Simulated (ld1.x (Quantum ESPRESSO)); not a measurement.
# Scattering properties, TM semilocal potential for Sn (Z = 50)

tin, norm-conserving Troullier–Martins (semilocal form), made with ld1.x (Quantum ESPRESSO) 7.5 (LDA (PZ), scalar-relativistic). Core [Ar] 3d10, reference 4s2 4p6 4d10 5s2 5p2. Waves: 4s (bound): rc 1.15 bohr; 4d (bound): rc 1.60 bohr; 4p (bound): rc 1.20 bohr. Local part: the p channel. Core correction: Bessel-smoothed model core inside 1.05 bohr.

Occupied shells without a wave of their own: 5p, 5s. They enter only through the test configuration that unscreens the potential, and ld1.x also counts them in the model core charge.

The phase is arctan(r·u′/u) with u = r·R(r), unwrapped; energies in Ry, scanned from -12 to 5 Ry. A pole is an energy at which the radial function vanishes at the test radius. The pseudo phase is shifted by a multiple of π to meet the all-electron one at the reference energy, and phase errors are pseudo minus all-electron; the curves can meet again beyond the range given. Levels narrower than the energy grid can be missing from the lists of poles.

```json
{"channel": "s", "radius (bohr)": "1.75", "reference energy (Ry)": "-9.82", "poles, all-electron": "-9.66", "poles, pseudo": "-9.66", "unbroken range about the reference energy with phases within 0.05 rad": "below -2.2", "phase error 1 Ry above the reference energy (rad)": "-0.001"}
{"channel": "p", "radius (bohr)": "1.75", "reference energy (Ry)": "-6.58", "poles, all-electron": "-6.26", "poles, pseudo": "-6.26", "unbroken range about the reference energy with phases within 0.05 rad": "below 0.3", "phase error 1 Ry above the reference energy (rad)": "-0.001"}
{"channel": "d", "radius (bohr)": "1.75", "reference energy (Ry)": "-1.90", "poles, all-electron": "-1.02", "poles, pseudo": "-1.01", "unbroken range about the reference energy with phases within 0.05 rad": "below 3.8", "phase error 1 Ry above the reference energy (rad)": "+0.002"}
```

The potential misses its own reference levels by up to 1.3 eV, so it is not fit for use. ld1.x takes every shell without a wave as core, so the model core holds the 5p, 5s electrons as well and exchange and correlation see them twice. This cancels in the reference configuration, but the file is broken for other ones, and its errors say nothing about a proper core correction.

Phases in the p channel:

```json
{"E (Ry)": "-12.00", "all-electron": "1.381", "pseudo": "1.381"}
{"E (Ry)": "-11.76", "all-electron": "1.378", "pseudo": "1.378"}
{"E (Ry)": "-11.52", "all-electron": "1.375", "pseudo": "1.375"}
{"E (Ry)": "-11.28", "all-electron": "1.371", "pseudo": "1.371"}
{"E (Ry)": "-11.04", "all-electron": "1.368", "pseudo": "1.367"}
{"E (Ry)": "-10.80", "all-electron": "1.364", "pseudo": "1.364"}
{"E (Ry)": "-10.56", "all-electron": "1.360", "pseudo": "1.359"}
{"E (Ry)": "-10.32", "all-electron": "1.355", "pseudo": "1.355"}
{"E (Ry)": "-10.08", "all-electron": "1.350", "pseudo": "1.350"}
{"E (Ry)": "-9.84", "all-electron": "1.344", "pseudo": "1.344"}
{"E (Ry)": "-9.60", "all-electron": "1.338", "pseudo": "1.338"}
{"E (Ry)": "-9.36", "all-electron": "1.331", "pseudo": "1.331"}
{"E (Ry)": "-9.12", "all-electron": "1.323", "pseudo": "1.323"}
{"E (Ry)": "-8.88", "all-electron": "1.313", "pseudo": "1.313"}
{"E (Ry)": "-8.64", "all-electron": "1.302", "pseudo": "1.301"}
{"E (Ry)": "-8.40", "all-electron": "1.287", "pseudo": "1.287"}
{"E (Ry)": "-8.16", "all-electron": "1.268", "pseudo": "1.268"}
{"E (Ry)": "-7.92", "all-electron": "1.242", "pseudo": "1.242"}
{"E (Ry)": "-7.68", "all-electron": "1.203", "pseudo": "1.202"}
{"E (Ry)": "-7.44", "all-electron": "1.136", "pseudo": "1.135"}
{"E (Ry)": "-7.20", "all-electron": "0.989", "pseudo": "0.987"}
{"E (Ry)": "-6.96", "all-electron": "0.469", "pseudo": "0.465"}
{"E (Ry)": "-6.72", "all-electron": "-0.977", "pseudo": "-0.977"}
{"E (Ry)": "-6.48", "all-electron": "-1.440", "pseudo": "-1.440"}
{"E (Ry)": "-6.24", "all-electron": "-1.578", "pseudo": "-1.578"}
{"E (Ry)": "-6.00", "all-electron": "-1.643", "pseudo": "-1.644"}
{"E (Ry)": "-5.76", "all-electron": "-1.683", "pseudo": "-1.683"}
{"E (Ry)": "-5.52", "all-electron": "-1.710", "pseudo": "-1.710"}
{"E (Ry)": "-5.28", "all-electron": "-1.730", "pseudo": "-1.731"}
{"E (Ry)": "-5.04", "all-electron": "-1.748", "pseudo": "-1.748"}
{"E (Ry)": "-4.80", "all-electron": "-1.762", "pseudo": "-1.763"}
{"E (Ry)": "-4.56", "all-electron": "-1.776", "pseudo": "-1.777"}
{"E (Ry)": "-4.32", "all-electron": "-1.788", "pseudo": "-1.789"}
{"E (Ry)": "-4.08", "all-electron": "-1.800", "pseudo": "-1.802"}
{"E (Ry)": "-3.84", "all-electron": "-1.811", "pseudo": "-1.813"}
{"E (Ry)": "-3.60", "all-electron": "-1.823", "pseudo": "-1.825"}
{"E (Ry)": "-3.36", "all-electron": "-1.835", "pseudo": "-1.838"}
{"E (Ry)": "-3.12", "all-electron": "-1.847", "pseudo": "-1.851"}
{"E (Ry)": "-2.88", "all-electron": "-1.860", "pseudo": "-1.864"}
{"E (Ry)": "-2.64", "all-electron": "-1.874", "pseudo": "-1.878"}
{"E (Ry)": "-2.40", "all-electron": "-1.889", "pseudo": "-1.894"}
{"E (Ry)": "-2.16", "all-electron": "-1.905", "pseudo": "-1.911"}
{"E (Ry)": "-1.92", "all-electron": "-1.922", "pseudo": "-1.929"}
{"E (Ry)": "-1.68", "all-electron": "-1.941", "pseudo": "-1.949"}
{"E (Ry)": "-1.44", "all-electron": "-1.962", "pseudo": "-1.972"}
{"E (Ry)": "-1.20", "all-electron": "-1.986", "pseudo": "-1.998"}
{"E (Ry)": "-0.96", "all-electron": "-2.012", "pseudo": "-2.027"}
{"E (Ry)": "-0.72", "all-electron": "-2.043", "pseudo": "-2.061"}
{"E (Ry)": "-0.48", "all-electron": "-2.078", "pseudo": "-2.100"}
{"E (Ry)": "-0.24", "all-electron": "-2.119", "pseudo": "-2.147"}
{"E (Ry)": "0.00", "all-electron": "-2.167", "pseudo": "-2.203"}
{"E (Ry)": "0.24", "all-electron": "-2.225", "pseudo": "-2.271"}
{"E (Ry)": "0.48", "all-electron": "-2.296", "pseudo": "-2.356"}
{"E (Ry)": "0.72", "all-electron": "-2.382", "pseudo": "-2.461"}
{"E (Ry)": "0.96", "all-electron": "-2.488", "pseudo": "-2.592"}
{"E (Ry)": "1.20", "all-electron": "-2.620", "pseudo": "-2.755"}
{"E (Ry)": "1.44", "all-electron": "-2.780", "pseudo": "-2.951"}
{"E (Ry)": "1.68", "all-electron": "-2.970", "pseudo": "-3.173"}
{"E (Ry)": "1.92", "all-electron": "-3.182", "pseudo": "-3.402"}
{"E (Ry)": "2.16", "all-electron": "-3.398", "pseudo": "-3.616"}
{"E (Ry)": "2.40", "all-electron": "-3.601", "pseudo": "-3.800"}
{"E (Ry)": "2.64", "all-electron": "-3.777", "pseudo": "-3.952"}
{"E (Ry)": "2.88", "all-electron": "-3.924", "pseudo": "-4.073"}
{"E (Ry)": "3.12", "all-electron": "-4.043", "pseudo": "-4.170"}
{"E (Ry)": "3.36", "all-electron": "-4.140", "pseudo": "-4.248"}
{"E (Ry)": "3.60", "all-electron": "-4.218", "pseudo": "-4.311"}
{"E (Ry)": "3.84", "all-electron": "-4.282", "pseudo": "-4.364"}
{"E (Ry)": "4.08", "all-electron": "-4.335", "pseudo": "-4.407"}
{"E (Ry)": "4.32", "all-electron": "-4.380", "pseudo": "-4.445"}
{"E (Ry)": "4.56", "all-electron": "-4.418", "pseudo": "-4.477"}
{"E (Ry)": "4.80", "all-electron": "-4.450", "pseudo": "-4.505"}
```
